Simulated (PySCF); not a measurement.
**Arsenic: a sound run and one with changed settings**

Sound run: As [Ar] 3d10 4s2 4p3, As⁺ [Ar] 3d10 4s2 4p2. All numbers are calculated (PySCF 2.14, a scalar-relativistic core potential, in cc-pVTZ-PP with ECP10MDF (5s4p3d1f, 39 functions)). In the sound run the correlated levels freeze 3s2 3p6 3d10 outside the core potential. The sound run starts from symmetry-adapted Hartree-Fock orbitals and uses a fine grid where one is needed.

A second run was set up differently.

```json
{"species": "As", "method": "MP2", "sound run (hartree)": "-331.28157", "changed run (hartree)": "-331.22548", "converged": "yes"}
{"species": "As", "method": "CCSD(T)", "sound run (hartree)": "-331.29851", "changed run (hartree)": "-331.23038", "converged": "yes"}
{"species": "As⁺", "method": "MP2", "sound run (hartree)": "-330.91787", "changed run (hartree)": "-330.86909", "converged": "yes"}
{"species": "As⁺", "method": "CCSD(T)", "sound run (hartree)": "-330.93489", "changed run (hartree)": "-330.87104", "converged": "yes"}
```

Ionisation energy of As:

```csv
method,sound run (eV),changed run (eV)
UHF,9.424,9.424
MP2,9.897,9.698
SCS-MP2,9.751,9.515
CCSD,9.863,9.773
CCSD(T),9.895,9.778
```

(1) What was changed?
A. a valence shell is frozen
B. level shift left on
C. too few SCF iterations
D. all electrons correlated in a valence basis

Answers

(1) A. Freezing a valence shell removes pair correlation that changes on ionisation.
